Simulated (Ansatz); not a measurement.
The same carbene extrusion along the group F, Cl, Br.

Isolated molecules relaxed with PBE0-D4/def2-TZVP in Ansatz; ΔE leaves out vibrations. CCSD(T)/CBS is the MP2 limit (def2-TZVPP, def2-QZVPP) plus CCSD(T) − MP2 in def2-TZVPP, frozen cores. This one scheme is used for every species. Functionals use def2-TZVPP. Triplets are unrestricted, without spin–orbit coupling. For Br outer-core shells are correlated without core-valence functions, which leaves a few kJ/mol of doubt a bond. Scalar relativity is left out up to krypton. One conformer a species, not always the lowest.

```csv
reaction,PBE0-D4 (eV),PBE-D4 (eV),CCSD(T)/CBS(def2) (eV)
`CC[Si](N)(O)F` → `[CH2]` (triplet) + `C[Si](N)(O)F`,4.37,4.46,4.39
`CC[Si](N)(O)Cl` → `[CH2]` (triplet) + `C[Si](N)(O)Cl`,4.38,4.47,4.41
`CC[Si](N)(O)Br` → `[CH2]` (triplet) + `C[Si](N)(O)Br`,4.36,4.44,4.39
```

Largest T1 diagnostic: 0.011, for `[CH2]` (triplet).
